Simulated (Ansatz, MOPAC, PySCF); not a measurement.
Diatomic Be2, closed-shell singlet (the spin of the measured ground state).

Constants: fifth-degree fit in 1/R to seven points, most abundant isotopes. Runs in def2 and cc sets follow the lowest solution found near the PBE0 minimum. The singlet is held restricted.

The values were computed with Ansatz (a program for electronic structure); MOPAC for PM7 (differences of heats of formation); PySCF for 6-31G* rows. Each number belongs to the level named beside it.

```csv
level,r_e (Å),ω_e (cm⁻¹),B_e (cm⁻¹),ω_e x_e (cm⁻¹),D_e (eV)
PM7,2.413,201,0.642,17,-
SVWN5/def2-TZVPP,2.410,368,0.644,7.6,0.55
PBE/def2-TZVPP,2.444,347,0.627,8.2,0.42
BP86/6-31G*,2.461,332,0.617,8.3,-
r2SCAN/def2-TZVPP,2.489,327,0.604,7.8,0.35
B97M-V/def2-TZVPP,2.566,293,0.568,13,0.18
B3LYP/6-31G*,2.514,278,0.592,11,-
B3LYP/def2-TZVPP,2.510,278,0.594,12,0.17
PBE0/def2-TZVPP,2.517,295,0.591,9.2,0.28
B2PLYP/def2-TZVPP,2.573,225,0.565,17,0.09
CCSD(T)/aug-cc-pVTZ,2.532,205,0.584,26,0.06
CCSD(T)/aug-cc-pVQZ,2.502,224,0.598,24,0.07
CCSD(T)/def2-QZVPP,2.512,212,0.593,27,0.05
CCSD(T)/aug-cc-pV5Z,2.496,229,0.600,23,0.08
"CCSD(T)/CBS(aug-cc-pVQZ, aug-cc-pV5Z)",2.491,233,0.603,23,-
```

D_e counts from each atom's lowest state at the same level, without counterpoise or zero-point energy.

Correlated levels freeze the inner cores; with def2 sets outer-core shells near the valence are correlated too. CBS(a, b) extrapolates the correlation energy as X⁻³ and adds the Hartree–Fock energy of set b. Rows in 6-31G* carry no dispersion term and start afresh at each structure (6-31G* with six Cartesian d functions). The state that PM7 reach isn't checked; PM7 holds dispersion and hydrogen-bond terms.

Doubts at one or more of the structures used: a restricted determinant that unrestricted orbitals would lower (B2PLYP/def2-TZVPP, CCSD(T)/aug-cc-pVTZ, CCSD(T)/aug-cc-pVQZ, CCSD(T)/def2-QZVPP, CCSD(T)/aug-cc-pV5Z, CCSD(T)/CBS(aug-cc-pVQZ, aug-cc-pV5Z)).
